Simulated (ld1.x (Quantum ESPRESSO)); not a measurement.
W (Z = 74): PAW pseudisation with revPBE, fully relativistic reference atom.

W, PAW, made with ld1.x (Quantum ESPRESSO) 7.5 (revPBE, fully relativistic). Core [Kr] 4d10 4f14, reference 5s2 5p6 5d4 6s2 6p0. Waves: 5s (bound): rcut 1.35, rcutus 1.65 bohr; 6s (bound): rcut 1.35, rcutus 1.65 bohr; 5p (bound): rcut 1.65, rcutus 1.85 bohr; 6p (bound, empty): rcut 1.65, rcutus 1.85 bohr; 5d (bound): rcut 2.25, rcutus 2.75 bohr; 5d channel at 2.7 Ry: rcut 2.25, rcutus 2.75 bohr; 5f channel at 0.4 Ry: rcut 2.65, rcutus 2.80 bohr. Local part: all-electron potential smoothed inside 1.40 bohr (lloc = -1). Core correction: Bessel-smoothed model core inside 0.85 bohr. Augmentation charge: BESSEL, radius 1.40 bohr.

Open shells are filled in proportion to 2j + 1 (rel_dist='average').

Poles of the logarithmic derivatives, all-electron (AE) and pseudo (PS). p1/2: poles at -3.7, 2.0 (AE) and -3.7, 2.0 (PS) Ry. p3/2: poles at -2.9, 2.4 (AE) and -2.9, 2.4 (PS) Ry. d3/2: poles at -0.1, 4.5 (AE) and -0.1, 4.4 (PS) Ry. d5/2: poles at 0.0, 4.6 (AE) and 0.0, 4.5 (PS) Ry. f5/2: poles at 2.9 (AE) and 2.9 (PS) Ry. f7/2: poles at 2.9 (AE) and 2.9 (PS) Ry. Test radius 3.05 bohr.

- Largest excitation error: -152 meV (all-electron minus pseudo) for 5s1 5p6 5d4 6s2 6p0, out of 7 test configurations

The ghost test of this file was not conclusive.
